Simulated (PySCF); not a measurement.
Hf(OH)2(H)2 (H4HfO2), SMILES [OH][HfH2][OH], multiplicity 1.

Geometry optimised at PBE0-D3(BJ)/def2-TZVP. The multiplicity is an assumed one; other spin states were not compared. The def2 effective core potentials stand for the cores of Hf; spin–orbit coupling is left out. The values are those of a single conformer.

All values below come from PBE0-D3(BJ)/def2-TZVP (PySCF).

Frequencies are harmonic and unscaled.

Computed normal modes with their intensities:
```tsv
mode	ν (cm⁻¹)	IR (km/mol)	moving atoms (share of kinetic energy)
1	152	0.1	O 70 %, H 21 %, Hf 10 %
2	250	198.5	H 87 %, O 13 %
3	264	82.3	H 99 %
4	289	0.0	H 89 %, O 11 %
5	327	235.2	H 69 %, O 27 %
6	351	120.0	H 78 %, O 21 %
7	526	68.9	H 83 %, O 17 %
8	534	0.0	H 96 %
9	617	80.6	H 89 %, O 11 %
10	722	285.7	O 66 %, H 21 %, Hf 13 %
11	731	163.4	O 77 %, H 16 %
12	1678	480.2	H 99 %
13	1712	239.4	H 100 %
14	4009	275.2	H 94 %
15	4012	217.2	H 94 %
```
